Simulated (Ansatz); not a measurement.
`Cl[SiH]1CB[SiH2]1`, relaxed with RKS PBE-D4/def2-SVP in Ansatz 0.2.0 from a rough embedded geometry. The force threshold is 0.03 eV/Å; the program also tests the step.

Total charge 0; spin multiplicity 1.

Start:

```xyz
11

Cl   -1.952    1.757    1.145
Si   -0.153    1.254    0.339
C    -0.380    0.172   -1.159
B     0.225   -1.311   -0.670
Si    0.552   -0.620    1.110
H     0.874    2.317    0.204
H    -1.385    0.120   -1.460
H     0.327    0.541   -1.980
H     0.245   -2.379   -1.147
H     1.993   -0.649    1.443
H    -0.344   -1.204    2.173
```

How much energy does the relaxation release, and in how many steps? (An estimate is asked.)

The calculation gave: 1.11 eV, in 6 steps.

Which bonds change most? (An estimate is asked.)

Computed: Si2–Si5 from 2.145 to 2.366 Å; B4–Si5 from 1.937 to 2.064 Å; C3–B4 from 1.675 to 1.584 Å; Cl1–Si2 from 2.034 to 2.098 Å.

Give the relaxed structure. (Estimate.)

Ansatz gave: 
```xyz
11

Cl   -1.990    1.951    1.103
Si   -0.161    1.259    0.340
C    -0.389    0.157   -1.214
B     0.149   -1.224   -0.657
Si    0.679   -0.743    1.280
H     0.714    2.468    0.120
H    -1.399    0.101   -1.680
H     0.270    0.485   -2.057
H     0.197   -2.259   -1.297
H     2.123   -0.851    1.706
H    -0.192   -1.344    2.357
```
